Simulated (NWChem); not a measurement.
System: HO2, doublet; SMILES [O]O

All runs: NWChem. Pople sets run with spherical d functions. Spin-unrestricted. In the optimisation the excess spin sits in a" (Cs, its own frame). The geometry was optimised at PBE0/def2-SVP, spin-unrestricted. No stability test was run on the SCF state. Level: PBE0/6-31G* with SMD (1 M gas to 1 M solution), gas-phase geometry. Reactions with the solvent are ignored.

**Question.** Among these, which solvent gives the lowest value of “cavity-dispersion-structure term (kcal/mol)”?
(A) 1-propanol
(B) cyclohexanone
(C) dimethyl sulfoxide
(D) water

**Answer.** C, dimethyl sulfoxide. Values: dimethyl sulfoxide -6.2; cyclohexanone -4.3; 1-propanol -0.3; water 0.7
